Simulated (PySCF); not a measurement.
**[C5H8O3]+: g tensor and hyperfine couplings**

Compound: C₅H₈O₃ (charge +1 and doublet state).
Atom-mapped SMILES: `[CH3:1][CH2:2][C@@H:3]1[CH2:4][O:5][C:6](=[O+:7])[O:8]1` (hydrogens: H9, H10, H11 on C1; H12, H13 on C2; H14 on C3; H15, H16 on C4)

Geometry (GFN2-xTB, Å), atoms numbered from 1 in this order:
```
atom  x, y, z in Å
C1    -2.1349    0.4325   -0.0675
C2    -1.0083   -0.4914    0.2764
C3     0.3079   -0.1481   -0.5286
C4     1.5335   -0.9600   -0.1008
O5     2.3692   -0.0186    0.4988
C6     1.8702    1.2266    0.3808
O7     2.3154    2.2157    0.8247
O8     0.7018    1.1595   -0.3505
H9    -1.8564    1.4788    0.0374
H10   -2.9758    0.2231    0.6101
H11   -2.5558    0.2530   -1.0601
H12   -1.2647   -1.5353    0.0926
H13   -0.7285   -0.3616    1.3291
H14    0.0243   -0.2842   -1.5848
H15    1.3353   -1.7813    0.5995
H16    2.0591   -1.3997   -0.9685
```

The hyperfine couplings belong to this conformer and change with its torsions.

Computed with PySCF, UKS B3LYP, pcH-1 on C H O, non-relativistic, mean-field spin-orbit, GIAO. The structure is a single GFN2-xTB conformer in the gas phase; no vibrational or solvent corrections. Couplings are sensitive to structure, and on GFN2-xTB geometries they can be far from those on DFT ones, by a factor of two or more for some ions and for spin on atoms past the first row. No stability test was run, so a lower SCF solution isn't excluded.

```
g1, g2, g3                      : 2.00288, 2.00908, 2.01448
g_iso                           : 2.00882
Form of g                       : rhombic: the two nearest values differ by 47 % of g3 − g1
⟨S²⟩                            : 0.7542 (exact 0.7500)
α and β electrons               : 31, 30
HOMO–LUMO gap, α and β orbitals : 9.28, 1.45 eV
Total energy                    : -420.67504 Eh
```

Isotropic coupling and dipolar principal values T1 to T3, in MHz:

```csv
atom,isotope,a_iso,T1,T2,T3,Mulliken spin population
C1,13C,-8.7,-5.6,-4.9,10.6,0.03
C2,13C,15.6,-19.8,-19.0,38.8,0.15
C3,13C,-20.5,-20.6,-17.5,38.1,0.09
C4,13C,-14.5,-5.6,-5.3,10.9,0.02
O5,17O,-7.1,-38.1,18.8,19.3,0.11
C6,13C,-17.9,-4.8,1.1,3.7,-0.03
O7,17O,-3.7,-31.3,11.7,19.6,0.08
O8,17O,-27.0,-105.9,52.3,53.6,0.31
H9,1H,1.8,-4.1,0.7,3.3,0.00
H10,1H,127.8,-5.2,-3.7,8.9,0.05
H11,1H,26.2,-3.9,-2.2,6.1,0.01
H12,1H,-4.5,-8.6,-2.4,11.0,0.00
H13,1H,62.9,-8.9,-1.3,10.2,0.03
H14,1H,220.7,-9.8,-8.5,18.3,0.09
H15,1H,60.4,-4.8,-3.1,7.9,0.02
H16,1H,164.2,-5.5,-3.7,9.1,0.06
```

The largest Mulliken spin populations are on O8 (+0.31), C2 (+0.15), O5 (+0.11) and C3 (+0.09).

O7, the radical centre as drawn in `CC[C@@H]1COC(=[O+])O1`, holds a spin population of +0.08 out of 1.

Axes: g2 points within 5° of the O5–C6 bond.

Under fast tumbling the dipolar parts average out, and these isotropic splittings remain: 1 × 1H (H14, I = 1/2, 2 lines) with 7.85 mT, 1 × 1H (H16, I = 1/2, 2 lines) with 5.84 mT, 1 × 1H (H13, I = 1/2, 2 lines) with 2.24 mT, 1 × 1H (H15, I = 1/2, 2 lines) with 2.15 mT, 3 × 1H (H9/H10/H11, I = 1/2, 4 lines) with 1.85 mT and 1 × 1H (H12, I = 1/2, 2 lines) with 0.16 mT.

Means are taken over nuclei equivalent by connectivity, which assumes that they swap fast. The three 1H nuclei of mean +51.9 MHz run from 1.8 to 127.8 MHz in the frozen geometry.

The 17O coupling of O8 (-27.0 MHz) shows only in satellite lines or after enrichment, since that isotope makes up about 0.038 % of natural oxygen.

The 13C coupling of C3 (-20.5 MHz) shows only in satellite lines or after enrichment, since that isotope makes up about 1.07 % of natural carbon.

Examples of negative spin density at the nucleus (bohr⁻³): C3 (-0.0183), C6 (-0.0159) and C4 (-0.0129).
